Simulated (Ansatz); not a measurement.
C$_{7}$H$_{10}$F$_{3}$GaO$_{2}$ (`CC1=CC(C(F)(F)F)=[O+][Ga-]([CH3])([CH3])[O]1`), relaxed with RKS PBE0-D4/def2-TZVP in Ansatz 0.2.0 from a PBE-D4/def2-SVP geometry. The force threshold is 0.005 eV/Å; the program also tests the step.

The species carries charge 0 and has multiplicity 1.

Start:

```xyz
23

C    -2.841   -0.225   -1.276
C    -1.448   -0.146   -0.701
C    -0.373   -0.710   -1.438
C     0.962   -0.696   -1.016
C     1.996   -1.358   -1.957
F     2.003   -0.735   -3.160
F     1.673   -2.656   -2.175
F     3.231   -1.310   -1.449
O     1.450   -0.202    0.054
Ga    0.365    0.721    1.466
C     0.286   -0.532    2.984
C     0.784    2.638    1.296
O    -1.328    0.437    0.430
H    -3.565    0.236   -0.580
H    -3.124   -1.281   -1.463
H    -2.884    0.298   -2.254
H    -0.602   -1.188   -2.400
H    -0.459   -0.199    3.734
H     1.270   -0.602    3.488
H     0.001   -1.544    2.633
H     0.703    2.957    0.238
H     1.814    2.848    1.646
H     0.086    3.251    1.900
```

| step | energy (eV) | largest force (eV/Å) | largest move (Å) |
| --- | --- | --- | --- |
| 1 | -72027.7086 | 1.017 | 0.000 |
| 2 | -72027.8147 | 0.232 | 0.033 |
| 3 | -72027.8258 | 0.058 | 0.014 |
| 4 | -72027.8260 | 0.028 | 0.004 |
| 5 | -72027.8261 | 0.014 | 0.006 |
| 6 | -72027.8261 | 0.006 | 0.003 |
| 7 | -72027.8261 | 0.004 | 0.003 |
| 8 | -72027.8262 | 0.004 | 0.004 |
| 9 | -72027.8262 | 0.015 | 0.012 |
| 10 | -72027.8263 | 0.053 | 0.039 |
| 11 | -72027.8265 | 0.051 | 0.007 |
| 14 (rejected) | -72027.8273 | 0.249 | 0.098 |
| 17 | -72027.8306 | 0.074 | 0.049 |
| 20 | -72027.8384 | 0.173 | 0.118 |
| 23 | -72027.8495 | 0.054 | 0.100 |
| 26 | -72027.8550 | 0.132 | 0.072 |
| 29 | -72027.8581 | 0.152 | 0.049 |
| 32 | -72027.8657 | 0.199 | 0.113 |
| 35 (rejected) | -72027.8678 | 0.225 | 0.112 |
| 38 | -72027.8691 | 0.138 | 0.098 |
| 41 | -72027.8706 | 0.084 | 0.072 |
| 44 | -72027.8715 | 0.028 | 0.044 |
| 47 | -72027.8717 | 0.026 | 0.005 |
| 50 | -72027.8719 | 0.021 | 0.018 |
| 53 | -72027.8720 | 0.023 | 0.026 |
| 56 | -72027.8721 | 0.008 | 0.002 |
| 59 | -72027.8721 | 0.005 | 0.015 |

End:

```xyz
23

C    -2.849   -0.309   -1.202
C    -1.451   -0.203   -0.686
C    -0.399   -0.782   -1.422
C     0.922   -0.734   -1.022
C     1.988   -1.401   -1.903
F     2.884   -0.499   -2.300
F     1.474   -1.973   -2.994
F     2.628   -2.345   -1.213
O     1.414   -0.200    0.008
Ga    0.371    0.760    1.380
C     0.334   -0.396    2.962
C     0.762    2.665    1.145
O    -1.311    0.416    0.403
H    -3.467   -0.808   -0.452
H    -2.908   -0.852   -2.144
H    -3.256    0.697   -1.332
H    -0.637   -1.288   -2.344
H    -0.407   -0.048    3.684
H     1.306   -0.409    3.459
H     0.083   -1.421    2.681
H     0.691    2.943    0.092
H     1.770    2.904    1.492
H     0.059    3.282    1.709
```

Hardware: 11 threads of an AMD EPYC 7R13 on a shared host and a whole NVIDIA H100 80 GB. Wall time 71 s, peak host memory 1.4 GiB.
